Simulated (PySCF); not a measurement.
SMILES [SiH](C)(C)NB(C)C (C4H14BNSi), GFN2-xTB optimised geometry.

```
21

Si    -1.57     0.45     0.00
C     -2.26    -0.41     1.55
C     -2.08     2.28     0.00
N      0.18     0.45     0.00
B      1.11    -0.58    -0.21
C      0.60    -2.05    -0.53
C      2.67    -0.27    -0.15
H     -2.05    -0.22    -1.22
H     -1.91     0.08     2.46
H     -3.34    -0.39     1.56
H     -1.94    -1.45     1.61
H     -1.72     2.80     0.88
H     -1.70     2.80    -0.87
H     -3.16     2.37    -0.01
H      0.58     1.36     0.17
H      1.38    -2.80    -0.45
H      0.22    -2.09    -1.55
H     -0.22    -2.35     0.12
H      2.90     0.78     0.01
H      3.16    -0.58    -1.06
H      3.14    -0.83     0.66
```

Density from B3LYP/def2-SVP in PySCF at that geometry.

Minimum of the electron density along straight lines between bonded atoms, close to the bond critical point (lines longer than 1.1 times the sum of covalent radii, or with two minima, are not listed):

```csv
bond,length / Å,ρ at the minimum / e bohr⁻³,∇²ρ there / e bohr⁻⁵,position (fraction from the first atom)
Si1–C2,1.904,0.111,0.31,0.38
Si1–C3,1.901,0.112,0.32,0.38
Si1–N4,1.748,0.118,0.66,0.40
N4–B5,1.403,0.204,0.71,0.67
B5–C6,1.586,0.177,-0.13,0.32
B5–C7,1.588,0.176,-0.13,0.32
Si1–H8,1.472,0.117,0.32,0.49
C2–H9,1.087,0.272,-0.97,0.62
C2–H10,1.086,0.272,-0.97,0.62
C2–H11,1.085,0.273,-0.98,0.62
C3–H12,1.087,0.271,-0.96,0.62
C3–H13,1.086,0.272,-0.97,0.62
C3–H14,1.085,0.273,-0.98,0.62
N4–H15,1.011,0.332,-1.51,0.76
C6–H16,1.087,0.273,-0.97,0.62
C6–H17,1.089,0.269,-0.94,0.62
C6–H18,1.087,0.271,-0.95,0.62
C7–H19,1.089,0.271,-0.95,0.62
C7–H20,1.088,0.270,-0.95,0.62
C7–H21,1.089,0.269,-0.94,0.62
```
